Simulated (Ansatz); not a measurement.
Input file for Ansatz (a first-principles code): U-r2SCAN/def2-TZVPP on HHfO (SMILES [OH][Hf]), 2S+1 = 4, a spin state set in the input, which need not be the lowest. Elements past Kr take the def2 small-core potentials; no spin–orbit coupling.

Ansatz 0.2 input:
```yaml
crystal:
  periodic: [false, false, false]
  atoms:
    - {symbol: Hf, position_ang: [-1.02873177, -0.78232717, -0.89798801]}
    - {symbol: O, position_ang: [0.32836211, 0.00610138, 0.22995599]}
    - {symbol: H, position_ang: [0.66720094, 0.82359739, 0.59771239]}
basis:
  gaussian:
    orbitals: def2-TZVPP
hamiltonian:
  xc: {name: r2SCAN}
magnetization: {spin_polarized: true, initial_magnetization: 3}
```

**Question.** Predict the final total energy.

**Answer.** -123.7813 hartree.

**Question.** How many basis functions does it have, and what does it roughly cost on one machine?

**Answer.** 101 functions; around 40 core-seconds (rough).
